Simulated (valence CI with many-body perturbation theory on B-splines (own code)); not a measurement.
E1 transitions of Gd LVIII

Calculated by configuration interaction combined with many-body perturbation theory (CI+MBPT): five valence electrons over a frozen Dirac-Fock core [He], a basis of 11 s, 11 p, 10 d, 8 f, 5 g, 2 h functions for each j, with the one-electron correlation potential Σ1, the two-electron term Σ2, the three-electron term Σ3, Breit, model QED; selected CI, second order for the rest, scaled by the run's own slope (own B-spline code, finite nucleus).

The last digits are not significant, and no measured levels were compared; by estimate large intervals hold to a few tenths of a per cent, small ones and those within an open d or f shell to about a per cent. Among the levels kept, up to 7300 cm⁻¹ of a level comes from second order outside the variational space, and about a tenth of that is noise between levels of different J, which matters for small intervals.

Lines 101 to 150 of 586 in falling wavelength, among levels below 660.36 Ry, chosen from the strongest by gf and those to the six lowest levels. Wavelengths and rates use the calculated energies. Electric multipoles are in the length gauge, E1 and E2 with the static RPA response of the core. Weak lines are less certain than strong ones. Lines between different terms over intervals too small for the method are left out, as are lines whose strength nearly cancels. The highest levels of a list are the least certain.

Levels are named by their leading jj configuration (3d3/2^4 stands for four electrons in 3d with j = 3/2), which in mixed levels can hold well under half, so a name can repeat and another be missing. Letters in brackets count levels of one name in rising energy.

| λ vac (Å) | Upper | Lower | A (s⁻¹) | S (a.u.) with core polarisation | S without |
| --- | --- | --- | --- | --- | --- |
| 41.40 | (2s^2 2p1/2 2p3/2 3p3/2) J=3/2 [a] | (2s^2 2p1/2 2p3/2 3s) J=1/2 | 1.25e+11 | 1.75e-02 | 1.75e-02 |
| 41.39 | (2s 2p1/2 2p3/2^2 3d3/2) J=3/2 [a] | (2s 2p1/2 2p3/2^2 3p1/2) J=3/2 [a] | 2.07e+11 | 2.90e-02 | 2.90e-02 |
| 41.38 | (2s^2 2p3/2^2 3d3/2) J=7/2 | (2s^2 2p3/2^2 3p1/2) J=5/2 | 2.76e+11 | 7.73e-02 | 7.73e-02 |
| 41.32 | (2s 2p1/2 2p3/2^2 3d3/2) J=9/2 | (2s 2p1/2 2p3/2^2 3p1/2) J=7/2 | 2.06e+11 | 7.18e-02 | 7.18e-02 |
| 41.32 | (2p1/2^2 2p3/2^2 3d3/2) J=5/2 | (2s 2p1/2 2p3/2^2 3d5/2) J=5/2 [a] | 6.73e+10 | 1.41e-02 | 1.41e-02 |
| 41.30 | (2s 2p1/2 2p3/2^2 3p3/2) J=3/2 [c] | (2s 2p1/2 2p3/2^2 3s) J=1/2 [a] | 3.16e+11 | 4.40e-02 | 4.40e-02 |
| 41.28 | (2s 2p1/2 2p3/2^2 3d3/2) J=5/2 [d] | (2s 2p1/2 2p3/2^2 3p1/2) J=3/2 [c] | 1.01e+11 | 2.11e-02 | 2.11e-02 |
| 41.27 | (2s 2p1/2 2p3/2^2 3p3/2) J=5/2 [a] | (2s 2p1/2 2p3/2^2 3s) J=5/2 [a] | 1.75e+11 | 3.64e-02 | 3.64e-02 |
| 41.27 | (2s^2 2p1/2^2 3d3/2) J=3/2 | (2s^2 2p1/2^2 3p1/2) J=1/2 | 2.63e+11 | 3.66e-02 | 3.66e-02 |
| 41.22 | (2s 2p1/2 2p3/2^2 3p3/2) J=5/2 [f] | (2s 2p1/2 2p3/2^2 3s) J=5/2 [c] | 1.20e+11 | 2.50e-02 | 2.50e-02 |
| 41.19 | (2s 2p1/2^2 2p3/2 3d3/2) J=7/2 | (2s 2p1/2^2 2p3/2 3p1/2) J=5/2 | 2.31e+11 | 6.37e-02 | 6.37e-02 |
| 41.19 | (2s 2p1/2 2p3/2^2 3d3/2) J=1/2 [a] | (2s 2p1/2 2p3/2^2 3p1/2) J=3/2 [a] | 2.77e+11 | 1.91e-02 | 1.91e-02 |
| 41.18 | (2s^2 2p3/2^2 3d3/2) J=5/2 | (2s^2 2p3/2^2 3p1/2) J=5/2 | 1.51e+11 | 3.12e-02 | 3.12e-02 |
| 41.17 | (2s 2p1/2^2 2p3/2^2) J=1/2 | (2s^2 2p1/2 2p3/2^2) J=1/2 | 5.09e+10 | 3.50e-03 | 3.51e-03 |
| 41.17 | (2s 2p1/2 2p3/2^2 3d3/2) J=7/2 [a] | (2s 2p1/2 2p3/2^2 3p1/2) J=5/2 [a] | 2.40e+11 | 6.63e-02 | 6.63e-02 |
| 41.17 | (2s^2 2p1/2 2p3/2 3d3/2) J=7/2 | (2s^2 2p1/2 2p3/2 3p1/2) J=5/2 | 2.58e+11 | 7.11e-02 | 7.11e-02 |
| 41.14 | (2p1/2^2 2p3/2^2 3d3/2) J=7/2 | (2s 2p1/2 2p3/2^2 3d5/2) J=5/2 [a] | 8.40e+10 | 2.31e-02 | 2.31e-02 |
| 41.10 | (2s^2 2p3/2^2 3d3/2) J=3/2 [a] | (2s^2 2p3/2^2 3p1/2) J=3/2 | 2.02e+11 | 2.77e-02 | 2.78e-02 |
| 41.10 | (2s 2p1/2 2p3/2^2 3d3/2) J=1/2 [d] | (2s 2p1/2 2p3/2^2 3p1/2) J=1/2 [c] | 2.24e+11 | 1.53e-02 | 1.53e-02 |
| 41.08 | (2s 2p1/2 2p3/2^2 3p3/2) J=9/2 | (2s 2p1/2 2p3/2^2 3s) J=7/2 | 3.33e+11 | 1.14e-01 | 1.14e-01 |
| 41.03 | (2s 2p1/2^2 2p3/2 3d3/2) J=1/2 [a] | (2s 2p1/2^2 2p3/2 3p1/2) J=3/2 [a] | 2.81e+11 | 1.92e-02 | 1.92e-02 |
| 41.01 | (2s 2p1/2^2 2p3/2 3d3/2) J=5/2 [b] | (2s 2p1/2^2 2p3/2 3p1/2) J=3/2 [b] | 2.00e+11 | 4.09e-02 | 4.09e-02 |
| 41.00 | (2s^2 2p1/2 2p3/2 3p3/2) J=5/2 [a] | (2s^2 2p1/2 2p3/2 3s) J=3/2 [a] | 4.14e+11 | 8.45e-02 | 8.45e-02 |
| 40.96 | (2s 2p1/2 2p3/2^2 3d3/2) J=5/2 [c] | (2s 2p1/2 2p3/2^2 3p1/2) J=3/2 [b] | 1.28e+11 | 2.61e-02 | 2.61e-02 |
| 40.94 | (2s^2 2p1/2 2p3/2 3d3/2) J=3/2 [a] | (2s^2 2p1/2 2p3/2 3p1/2) J=1/2 | 1.50e+11 | 2.03e-02 | 2.03e-02 |
| 40.94 | (2s 2p1/2 2p3/2^2 3p3/2) J=5/2 [b] | (2s 2p1/2 2p3/2^2 3s) J=5/2 [b] | 1.72e+11 | 3.49e-02 | 3.49e-02 |
| 40.92 | (2s 2p1/2^2 2p3/2 3p3/2) J=5/2 [a] | (2s 2p1/2^2 2p3/2 3s) J=3/2 [a] | 1.44e+11 | 2.92e-02 | 2.92e-02 |
| 40.92 | (2s 2p1/2 2p3/2^2 3p3/2) J=3/2 [d] | (2s 2p1/2 2p3/2^2 3s) J=3/2 [b] | 9.03e+10 | 1.22e-02 | 1.22e-02 |
| 40.88 | (2s 2p1/2 2p3/2^2 3p3/2) J=7/2 [b] | (2s 2p1/2 2p3/2^2 3s) J=7/2 | 2.24e+11 | 6.05e-02 | 6.05e-02 |
| 40.88 | (2s 2p1/2 2p3/2^2 3d3/2) J=5/2 [a] | (2s 2p1/2 2p3/2^2 3p1/2) J=3/2 [a] | 1.19e+11 | 2.42e-02 | 2.42e-02 |
| 40.84 | (2s 2p1/2^2 2p3/2 3p3/2) J=5/2 [b] | (2s 2p1/2^2 2p3/2 3s) J=3/2 [b] | 1.32e+11 | 2.66e-02 | 2.66e-02 |
| 40.77 | (2s^2 2p3/2^2 3d3/2) J=5/2 | (2s^2 2p3/2^2 3p1/2) J=3/2 | 9.86e+10 | 1.98e-02 | 1.98e-02 |
| 40.70 | (2s 2p1/2 2p3/2^2 3p3/2) J=5/2 [d] | (2s 2p1/2 2p3/2^2 3s) J=3/2 [b] | 2.67e+11 | 5.33e-02 | 5.33e-02 |
| 40.69 | (2s 2p1/2 2p3/2^2 3s) J=1/2 [b] | (2s^2 2p3/2^2 3s) J=3/2 | 2.36e+11 | 1.57e-02 | 1.57e-02 |
| 40.64 | (2s 2p1/2 2p3/2^2 3p3/2) J=5/2 [e] | (2s 2p1/2 2p3/2^2 3s) J=3/2 [c] | 2.19e+11 | 4.36e-02 | 4.36e-02 |
| 40.63 | (2s 2p1/2^2 2p3/2 3p3/2) J=7/2 | (2s 2p1/2^2 2p3/2 3s) J=5/2 | 3.15e+11 | 8.34e-02 | 8.34e-02 |
| 40.58 | (2s^2 2p3/2^2 3d3/2) J=1/2 | (2s^2 2p3/2^2 3p1/2) J=3/2 | 2.84e+11 | 1.88e-02 | 1.88e-02 |
| 40.56 | (2s 2p1/2 2p3/2^2 3d3/2) J=3/2 [c] | (2s 2p1/2 2p3/2^2 3p1/2) J=1/2 [a] | 1.55e+11 | 2.05e-02 | 2.05e-02 |
| 40.45 | (2s 2p1/2 2p3/2^2 3p3/2) J=3/2 [e] | (2s 2p1/2 2p3/2^2 3s) J=3/2 [d] | 1.47e+11 | 1.92e-02 | 1.92e-02 |
| 40.40 | (2s 2p1/2^2 2p3/2 3p3/2) J=1/2 [a] | (2s 2p1/2^2 2p3/2 3s) J=3/2 [a] | 3.52e+11 | 2.29e-02 | 2.29e-02 |
| 40.32 | (2s^2 2p1/2^2 3p3/2) J=3/2 | (2s^2 2p1/2^2 3s) J=1/2 | 4.24e+11 | 5.49e-02 | 5.49e-02 |
| 40.28 | (2s^2 2p1/2 2p3/2 3d3/2) J=1/2 [a] | (2s^2 2p1/2 2p3/2 3p1/2) J=1/2 | 2.34e+11 | 1.51e-02 | 1.51e-02 |
| 40.28 | (2s 2p1/2 2p3/2^2 3d5/2) J=9/2 [a] | (2s 2p1/2 2p3/2^2 3p1/2) J=7/2 | 3.82e+10 | 1.23e-02 | 1.23e-02 |
| 40.12 | (2s 2p1/2 2p3/2^2 3p3/2) J=3/2 [a] | (2s 2p1/2 2p3/2^2 3s) J=3/2 [a] | 2.95e+11 | 3.76e-02 | 3.76e-02 |
| 40.09 | (2s^2 2p3/2^2 3p3/2) J=3/2 [b] | (2s^2 2p3/2^2 3s) J=1/2 | 3.82e+11 | 4.86e-02 | 4.86e-02 |
| 40.09 | (2s 2p1/2 2p3/2^2 3p3/2) J=5/2 [f] | (2s 2p1/2 2p3/2^2 3s) J=3/2 [d] | 1.74e+11 | 3.32e-02 | 3.32e-02 |
| 40.06 | (2s 2p1/2 2p3/2^2 3d3/2) J=7/2 [b] | (2s 2p1/2 2p3/2^2 3p1/2) J=7/2 | 1.57e+11 | 3.99e-02 | 3.99e-02 |
| 39.88 | (2s 2p1/2 2p3/2^2 3d5/2) J=7/2 [b] | (2s 2p1/2 2p3/2^2 3p1/2) J=5/2 [c] | 6.98e+10 | 1.75e-02 | 1.75e-02 |
| 39.60 | (2s 2p1/2^2 2p3/2 3p3/2) J=3/2 [b] | (2s 2p1/2^2 2p3/2 3s) J=1/2 | 1.99e+11 | 2.44e-02 | 2.44e-02 |
| 39.42 | (2s 2p1/2 2p3/2^2 3d5/2) J=5/2 [b] | (2s 2p1/2 2p3/2^2 3p1/2) J=3/2 [c] | 8.46e+10 | 1.54e-02 | 1.54e-02 |
